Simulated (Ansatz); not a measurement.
Be3⁺. Total charge 1; doublet. Geometry relaxed at PBE0/def2-TZVP.

```xyz
3

Be    0.000    0.000    0.000
Be    0.507    1.977    0.803
Be   -0.507   -1.977   -0.803
```

The structure comes from a short search, and lower isomers may exist.

Q: Estimate the harmonic wavenumbers at UKS PBE0/def2-TZVP (Ansatz, unscaled). Is this a minimum?

A: 134, 134, 393, 693 cm⁻¹. Yes, no mode is imaginary beyond noise. Zero-point energy 8.1 kJ/mol. Hardware: 4 threads of Arm Neoverse V1 on a shared host. Wall time 4.9 s.
